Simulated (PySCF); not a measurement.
Input file for PySCF: R-B3LYP/3-21G on CH4O (SMILES CO).

```python
from pyscf import gto, scf, dft, mp
from pyscf.data.elements import chemcore

mol = gto.M(
    atom='''
    C     0.67965386    0.15442824   -0.06062472
    O    -0.51370295    0.21170296    0.72398516
    H     1.01781459   -0.87471143   -0.20691514
    H     1.44326810    0.69474244    0.49463225
    H     0.53995054    0.63631019   -1.03192095
    H    -1.21288817   -0.27053569    0.27076375
    ''',
    basis='3-21g',
    charge=0, spin=0, verbose=3, max_memory=1800)
mf = dft.RKS(mol, xc='b3lyp')
mf.conv_tol = 1e-8
mf.max_cycle = 100
mf.kernel()
if not mf.converged:
    mf = mf.newton().run(mf.mo_coeff, mf.mo_occ)
```

The log:

```
converged SCF energy = -115.071727274193
```

The calculation finished and met its thresholds.

Cost: about 1.2 core-seconds (a rough figure).
